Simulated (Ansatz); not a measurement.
A nudged elastic band was laid between two geometries of BClF$_{2}$H$_{2}$ (6 atoms, charge 0, multiplicity 1).

Level of theory: RKS LDA/def2-SVP in Ansatz 0.2.0.

* movable images: 5
* climbing image: yes
* spring: 50.0 eV/Å²
* optimiser: quadratic models (default)
* start path: through a guess of the saddle point
* force threshold: 0.05 eV/Å
* iteration limit: 60
* end points: relaxed

Initial state:

```xyz
6
Properties=species:S:1:pos:R:3
B 0.002 0.065 0.121
Cl 0.005 -0.368 1.926
F 1.152 -0.143 -0.489
H -1.054 -0.078 -0.460
F 0.049 1.766 0.484
H 0.089 1.487 1.435
```

Final state:

```xyz
6
Properties=species:S:1:pos:R:3
B 0.011 0.389 -0.321
Cl -0.004 -0.130 2.358
F 1.152 -0.186 -0.614
H -1.051 -0.157 -0.531
F 0.059 1.668 0.037
H 0.074 1.145 2.088
```

**Question.** Which bonds break or form, and what moves?

**Answer.** Bonds broken: B1–Cl2, F5–H6. Bonds formed: Cl2–H6. BClF2H2 becomes BF2H + ClH.

**Question.** What energy profile does the band end with?

**Answer.** The run converged. The highest image is number 1 of 0 to 6, 0.037 eV above the first end and 0.498 eV above the last; the last end lies 0.461 eV below the first. Another band between the same ends (5 images) ends at a top of the same energy, where a vibrational analysis finds 1 clearly imaginary mode. The orbitals stay closed-shell, which can raise the energy where a bond breaks towards radicals; this wasn't checked here.

| image | path coordinate (Å) | energy (eV) | B1–Cl2 (Å) | F5–H6 (Å) | Cl2–H6 (Å) |
| --- | --- | --- | --- | --- | --- |
| 0 | 0.00 | 0.000 | 1.86 | 0.99 | 1.92 |
| 1 | 0.31 | 0.037 | 1.99 | 1.14 | 1.60 |
| 2 | 0.51 | -0.047 | 2.11 | 1.33 | 1.45 |
| 3 | 0.72 | -0.238 | 2.27 | 1.53 | 1.36 |
| 4 | 0.92 | -0.383 | 2.46 | 1.73 | 1.32 |
| 5 | 1.12 | -0.447 | 2.63 | 1.92 | 1.31 |
| 6 | 1.32 | -0.461 | 2.73 | 2.12 | 1.30 |

**Question.** What is the geometry of the highest image?

**Answer.** 
```xyz
6
Properties=species:S:1:pos:R:3:forces:R:3
B 0.006 0.198 0.055 0.00 0.00 0.00
Cl 0.002 -0.230 1.996 0.00 0.00 0.00
F 1.155 -0.136 -0.501 0.00 0.00 0.00
H -1.057 -0.088 -0.455 0.00 0.00 0.00
F 0.060 1.702 0.430 0.00 0.00 0.00
H 0.075 1.283 1.491 0.00 0.00 0.00
```

Time of the run: 76 s on 1 thread of Arm Neoverse V1 (shared host), peak memory 0.12 GiB.
